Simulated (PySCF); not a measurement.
(1E)-1-chloro-1-fluorobuta-1,3-diene (C4H4ClF), SMILES C=C/C=C(\F)Cl. The structure is a stationary point at PBE-D3(BJ)/def2-SVP. Other conformers were not sampled.

Level of theory: PBE-D3(BJ)/def2-SVP in PySCF.

Harmonic wavenumbers (cm⁻¹): 138, 155, 195, 343, 402, 455, 523, 659, 819, 836, 879, 939, 996, 1053, 1177, 1247, 1288, 1390, 1625, 1670, 3078, 3101, 3138, 3182. Rotational constants (GHz): 7.409, 1.398, 1.176; symmetry number 1.

Question: Work out the zero-point energy and the ideal-gas rigid-rotor harmonic-oscillator thermochemistry at 298.15 K and 1 atm.

Answer: ZPE = ½ Σ hcν = ½ × 29288 cm⁻¹ = 41.87 kcal/mol. H − E(el) = 46.44 kcal/mol. Entropy in cal/(mol K): translation 39.91, rotation 27.67, vibration 12.47, total 80.04. G − E(el) = 22.58 kcal/mol. Cp = 23.77 cal/(mol K). Modes under 150 cm⁻¹ make the vibrational entropy uncertain.
